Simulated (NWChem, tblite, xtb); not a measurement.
# GeNH3ClF (SMILES [NH2][GeH]([F])[Cl]): methods side by side

GeNH3ClF has 7 atoms, charge 0, and is taken as a singlet. SMILES: `[NH2][GeH]([F])[Cl]`. Geometry: relaxed at PBE0-D4/def2-TZVP. This is one conformer, not always the lowest.

```xyz
7

N    -0.5887    1.0202   -0.1506
Ge    0.3929   -0.4922   -0.1368
F     1.1694   -0.7603    1.3943
Cl   -0.9622   -2.1185   -0.3673
H    -1.4308    0.9874    0.4064
H    -0.0803    1.8724    0.0393
H     1.4995   -0.5090   -1.1854
```

Quantity: the dipole moment, in D. The values are calculated.

```tsv
level	kind	program	value (D)	CPU time
IPEA1-xTB	semi-empirical	tblite	3.70	under 2 s
GFN2-xTB	semi-empirical	tblite	2.70	under 2 s
GFN0-xTB	semi-empirical	xtb	1.99	under 2 s
GFN1-xTB	semi-empirical	xtb	2.80	under 2 s
HF/STO-3G	Hartree–Fock	NWChem	2.98	5.2 s
HF/3-21G	Hartree–Fock	NWChem	3.41	5.6 s
B3LYP/6-31G* (spherical functions)	global hybrid	NWChem	2.54	43 s
B3LYP/6-31G* (Cartesian functions)	global hybrid	NWChem	2.53	36 s
TPSSh/def2-SVP	hybrid meta-GGA	NWChem	?	27 s
```

(1) Estimate the missing values from the other rows.

Answers

(1) As computed at these levels: TPSSh/def2-SVP: 2.43 D. All-electron rows without a relativistic Hamiltonian named are non-relativistic. The values span 1.99 to 3.70 D. Sets without polarisation functions give poor dipoles. Times are those of the runs behind each value, whatever else they computed, on shared processors of several kinds: orders of magnitude only.
